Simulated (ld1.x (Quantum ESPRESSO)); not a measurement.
## Pseudopotential generation for carbon (C): RRKJ, PW91, non-relativistic.

- Element: C (Z = 6)
- Generator: ld1.x (Quantum ESPRESSO) 7.5
- Type: norm-conserving RRKJ (Kleinman–Bylander form)
- Functional: PW91
- Relativity: non-relativistic
- Frozen core: [He]
- Valence charge: 4
- Reference configuration: 2s2 2p2
- Partial waves: 2s (bound): rc 1.05 bohr; 2p (bound): rc 1.55 bohr
- Local potential: all-electron potential smoothed inside 0.85 bohr (lloc = -1)
- Core correction: a·sin(br)/r model core inside 0.44 bohr
- rho0: 0.01

What the tests gave:

* Cutoffs needed: 50 Ry and 70 Ry (the cutoffs (Ry, on a coarse ladder) from which the occupation-weighted sum of valence levels, in a spherical-Bessel basis at the reference potential, stays within 10 and 1 mRy of its value at 400 Ry)
* Ghost test: no extra level below or beside the all-electron valence levels (s, p, d, f tested) (spherical-Bessel basis up to 400 Ry, 20 bohr box)
* Largest excitation error: +287 meV (all-electron minus pseudo) for 2s1 2p0, out of 7 test configurations

Generation and tests took about 0.81 s on one core of a shared server CPU.
